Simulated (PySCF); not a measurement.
SMILES [SiH](C)(C)[SiH2][Al]([CH3])[CH3] (C4H15AlSi2), singlet at its GFN2-xTB optimised geometry (Å):

```
22

Si     1.1680    -1.2284     0.0000
C      3.0741    -1.2284     0.0000
C      0.5801    -2.2378     1.5051
Si     0.2397     0.9217     0.0000
Al    -1.5717     1.3559    -1.5620
C     -1.3131     0.8902    -3.4865
C     -3.3289     2.1586    -1.0539
H      0.7481    -1.9919    -1.1977
H      3.4683    -0.7110     0.8704
H      3.4815    -2.2360     0.0042
H      3.4593    -0.7230    -0.8807
H      0.8755    -1.7663     2.4382
H     -0.5029    -2.3230     1.5118
H      0.9874    -3.2451     1.5028
H      1.3627     1.8797    -0.1968
H     -0.1517     1.2367     1.4021
H     -1.9639     0.0731    -3.8215
H     -0.2863     0.5775    -3.7137
H     -1.5340     1.7347    -4.1513
H     -3.4815     2.2360     0.0298
H     -3.4568     3.1727    -1.4547
H     -4.1716     1.5751    -1.4478
```

Level of theory: PBE0/def2-SVP in PySCF. Cells within 0.4 Å of a nucleus heavier than hydrogen are left out (blank, or x).

Map of the electrostatic potential (hartree/e), clipped to [-0.08, 0.12] on the plane z = 1.2 Å:

```
|11111111111110000000000000000|
|00000011111100000000000000000|
|00000000111000000000000000000|
|00000000000000000000000000000|
|00000000000000000000000000000|
|00001110000000000000000000000|
|00011111000000000000000000000|
|00111111000000000000000000000|
|00112221000001100000000000000|
|00111211000014532000000000000|
|01111111000159995210000000000|
|11111111100189998420000000000|
|11111111111159999521001111100|
|11111111111136997532111211110|
|11111111111123565543224642110|
|11111111111122357875349993110|
|11111111111122369997459993100|
|11111111111223599998449962100|
|11111111112346999996334321000|
|11111111122699999994222110000|
|111111111238999xx983111111100|
|11111111112599999962111111111|
|11111111111233599992111111111|
|11111111111111279982111111111|
|11111111111111136742111111111|
|11111111111111112221111111111|
|11111111111111111111111111111|
|11111111111111111111111111111|
|11111111111111111111111111111|
```
Scale: ten equal steps from -0.014 (start of '0') to 0.120 (end of '9'), in the order '0123456789'; x runs from -5.50 to 5.50, y from -5.50 (bottom) to 5.50 (top).
